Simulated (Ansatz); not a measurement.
Mulliken charges of BrH$_{3}$OSiSn (`[SiH3][O][Sn][Br]`) from B3LYP/def2-TZVPP in Ansatz (PBE0-D4/def2-TZVP geometry).

```csv
atom,x (Å),y (Å),z (Å),charge (e)
Si1,0.097,0.951,0.157,0.441
O2,-0.001,-0.429,1.042,-0.592
Sn3,-0.177,-2.370,0.803,0.778
Br4,-0.245,-2.388,-1.732,-0.388
H5,-1.121,1.140,-0.676,-0.078
H6,0.220,2.098,1.095,-0.083
H7,1.288,0.930,-0.734,-0.078
```

Problem. By hand: the dipole of these point charges (1 e Å = 4.8032 D).

Solution. Σ q r = (-0.031, -0.580, 0.768) e Å, of length 0.963 e Å = 4.63 D.

Problem. How does the dipole of the full density compare? (An estimate is asked.)

Solution. The calculation gave: (-0.018, -0.346, 0.478) e Å, 2.84 D; the point charges give 1.63 times that, at 1° from its direction.

Point charges leave out the atoms' own dipoles, such as those of lone pairs, and Mulliken's split depends on the basis, so the two needn't agree.

B3LYP here is the variant with VWN-RPA as its local correlation; programs differ in this.
